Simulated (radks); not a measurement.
Results of a calculation; reference values are marked as such.
Valence configurations of neutral thulium (all share [Xe]). Level of theory: Dirac Kohn-Sham, BLYP, spin-unpolarised, spherical densities, finite nucleus; open shells fill j = l - 1/2 first; Fermi nuclear charge, rms radius 5.2256 fm (a radial shooting solver on a logarithmic mesh with Libxc functionals). Energies are relative to 4f13 6s2; eigenvalues in eV.

| valence | E (eV) | e(4f5/2) | e(4f7/2) | e(5d3/2) | e(6p1/2) | e(6s1/2) |
|---|---|---|---|---|---|---|
| 4f13 6s2 | 0.000 | -3.519 | -2.324 | - | - | -3.766 |
| 4f13 5d0.5 6s1.5 | 1.498 | -3.222 | -2.028 | -0.709 | - | -3.728 |
| 4f12.5 6s2 6p0.5 | 1.525 | -7.964 | -6.732 | - | -1.686 | -4.683 |
| 4f13 5d1 6s1 | 3.016 | -3.059 | -1.865 | -0.701 | - | -3.753 |
| 4f12 5d1 6s2 | 3.984 | -9.796 | -8.530 | -1.957 | - | -4.318 |
| 4f12 6s2 6p1 | 5.129 | -12.877 | -11.609 | - | -2.169 | -5.554 |
| 4f13 5d1 6p1 | 5.607 | -4.009 | -2.814 | -1.381 | -1.677 | - |
| 4f13 6p2 | 5.634 | -6.053 | -4.857 | - | -2.200 | - |
| 4f13 5d2 | 6.093 | -2.913 | -1.719 | -0.784 | - | - |
| 4f11 6s2 6p2 | 19.385 | -23.705 | -22.363 | - | -3.085 | -7.194 |

NIST lists [Xe] 4f13 6s2 as the ground configuration; this level of theory agrees among the configurations tried. The energies are those of spherical spin-averaged densities, not of single terms.
